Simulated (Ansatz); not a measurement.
BFHO (SMILES [OH+]=BF) moved off its minimum; all values from Ansatz (an electronic-structure program), cores frozen in correlated methods.
(charge 1, multiplicity 1)
```xyz
4

O     -1.19558     0.05764     0.30020
B      0.02904     0.00112     0.01269
F      1.22617    -0.02216    -0.36562
H     -1.82346    -0.11391     0.95988
```

```json
[
 {"level": "HF/def2-TZVPP", "largest force (eV/Å)": "3.96", "on atom": "O1", "rms difference from CCSD(T)/aug-cc-pVTZ (eV/Å)": "0.574", "dipole (D)": "-"},
 {"level": "PBE/def2-TZVPP", "largest force (eV/Å)": "3.64", "on atom": "O1", "rms difference from CCSD(T)/aug-cc-pVTZ (eV/Å)": "0.177", "dipole (D)": "-"},
 {"level": "r2SCAN/def2-TZVPP", "largest force (eV/Å)": "3.75", "on atom": "O1", "rms difference from CCSD(T)/aug-cc-pVTZ (eV/Å)": "0.121", "dipole (D)": "-"},
 {"level": "B3LYP/def2-TZVPP", "largest force (eV/Å)": "3.87", "on atom": "O1", "rms difference from CCSD(T)/aug-cc-pVTZ (eV/Å)": "0.159", "dipole (D)": "-"},
 {"level": "wB97M-V/def2-TZVPP", "largest force (eV/Å)": "3.75", "on atom": "O1", "rms difference from CCSD(T)/aug-cc-pVTZ (eV/Å)": "0.123", "dipole (D)": "-"},
 {"level": "MP2/aug-cc-pVTZ", "largest force (eV/Å)": "3.49", "on atom": "O1", "rms difference from CCSD(T)/aug-cc-pVTZ (eV/Å)": "0.027", "dipole (D)": "-"},
 {"level": "CCSD(T)/aug-cc-pVTZ", "largest force (eV/Å)": "3.48", "on atom": "O1", "rms difference from CCSD(T)/aug-cc-pVTZ (eV/Å)": "0.000", "dipole (D)": "-"}
]
```

The differences count from one level among others, with limits of its own. Forces at CCSD(T)/aug-cc-pVTZ (eV/Å):

```tsv
atom	Fx	Fy	Fz
O1	2.687	0.479	-2.154
B2	-0.298	-0.034	0.131
F3	-0.820	0.037	0.232
H4	-1.569	-0.483	1.792
```
